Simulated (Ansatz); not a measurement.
`C[SiH2][BH][GeH3]` + HCl → `C[SiH2]BCl` + GeH₄ at 298.15 K and 1 bar (cleavage of the B–Ge bond).

Program: Ansatz. Geometries: PBE0-D4/def2-TZVP. ΔE: electronic, gas phase. CCSD(T)/CBS is the MP2 limit (def2-TZVPP, def2-QZVPP) plus CCSD(T) − MP2 in def2-TZVPP, frozen cores. This one scheme is used for every species. For Ge outer-core shells are correlated without core-valence functions, which leaves a few kJ/mol of doubt a bond. Scalar relativity is left out up to krypton. Each species was taken in one conformer, which may not be the lowest.

| species | CCSD(T)/CBS energy (Eh) | H − E (kJ/mol) | S (J/(mol·K)) |
| --- | --- | --- | --- |
| `C[SiH2][BH][GeH3]` | -2433.41459 | 256.7 | 388.7 |
| HCl | -460.38127 | 26.6 | 186.8 |
| `C[SiH2]BCl` | -815.33859 | 196.2 | 345.2 |
| GeH₄ | -2078.49493 | 88.5 | 217.3 |

H − E and S are ideal-gas, rigid-rotor, harmonic terms from PBE0-D4/def2-TZVP, for one conformer and one mirror image of each species. 1 Eh = 2625.50 kJ/mol, R = 8.31446 J/(mol·K).

**Question.** By hand: ΔE, ΔH, ΔS and ΔG.

**Answer.** ΔE = (-815.33859) + (-2078.49493) − (-2433.41459) − (-460.38127) = -0.03766 Eh = -98.9 kJ/mol. Δ(H − E) = 196.2 + 88.5 − 256.7 − 26.6 = 1.4, so ΔH = -97.5 kJ/mol. ΔS = 345.2 + 217.3 − 388.7 − 186.8 = -13.0 J/(mol·K). ΔG = -97.5 − 298.15 × (-13.0)/1000 = -93.6 kJ/mol.

**Question.** By hand: the equilibrium constant, and the temperature at which ΔG would vanish if ΔH and ΔS stayed fixed.

**Answer.** log₁₀ K = −ΔG/(RT ln 10) = 16.4. ΔG = 0 at ΔH/ΔS = 7500 K, far beyond where these terms or the molecules hold.

The number of gas molecules stays the same, so ΔS is small and ΔH decides. A doubt of 5 kJ/mol in ΔE shifts log₁₀ K by 0.9 here. Other conformers and mirror images would add mixing entropy, several J/(mol·K) or more a flexible species. Modes under 60 cm⁻¹, often nearly free rotors, make the harmonic entropy too high. These are equilibria of isolated gas molecules and say nothing of rates. Largest T1 diagnostic: 0.012 (customary marks: 0.02 for closed shells, 0.045 for open ones).
